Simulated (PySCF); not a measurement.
Orbital picture of GeF⁻

M06-2X at R = 1.893 Å; PySCF, no relativity, basis sets Ge aug-pcseg-1, F aug-pcseg-1. State: ³Σ⁻ (triplet), unpaired electrons π ↑↑. Only the outer orbitals are listed, counted within each symmetry.

| spin | orbital | occ. | ε (eV) | on Ge (%) | main shells (%) |
| --- | --- | --- | --- | --- | --- |
| α | 8σ | 1 | -28.37 | 3 | 96 F s |
| α | 9σ | 1 | -9.83 | 39 | 57 F p, 38 Ge s |
| α | 4π | 1 | -7.28 | 3 | 97 F p |
| α | 4π | 1 | -7.28 | 3 | 97 F p |
| α | 10σ | 1 | -5.57 | 69 | 60 Ge s, 34 F p, 8 Ge p |
| α | 5π | 1 | -0.10 | 101 | 101 Ge p |
| α | 5π | 1 | -0.10 | 101 | 101 Ge p |
| α | 11σ | 0 | 4.21 | 108 | 107 Ge p |
| β | 8σ | 1 | -28.15 | 3 | 97 F s |
| β | 9σ | 1 | -9.00 | 21 | 76 F p, 19 Ge s |
| β | 4π | 1 | -6.86 | 2 | 98 F p |
| β | 4π | 1 | -6.86 | 2 | 98 F p |
| β | 10σ | 1 | -4.14 | 90 | 82 Ge s, 15 F p, 8 Ge p |
| β | 5π | 0 | 3.11 | 106 | 106 Ge p |
| β | 5π | 0 | 3.11 | 106 | 106 Ge p |
| β | 11σ | 0 | 3.29 | 100 | 89 Ge s |

Task: Which are the highest filled and the lowest empty level, where do they sit, and how wide is the gap?

Result: Highest filled α 5π at -0.10 eV (in %: 101 Ge p); lowest empty β 5π at 3.11 eV (in %: 106 Ge p); the gap at M06-2X is 3.21 eV. Both belong to one degenerate shell, split only by its one-sided filling, so this is no excitation gap. An empty level above zero is unbound, and its energy depends on the basis.

The bond order (Mayer) is 0.03 and the ⟨S²⟩ is 2.010. The charge on Ge (Mulliken, basis-dependent) is -0.32. The charge on Ge (Löwdin, basis-dependent) is -0.14. The dipole moment (positive dipole points towards F; it is taken about the centre of mass and depends on that origin) is -0.62 D.

Shares are Mulliken populations and can fall outside 0 to 100 %.

Spin–orbit coupling is left out. The state is the lowest determinant that a PBE0 search found; another state may lie lower at other levels.
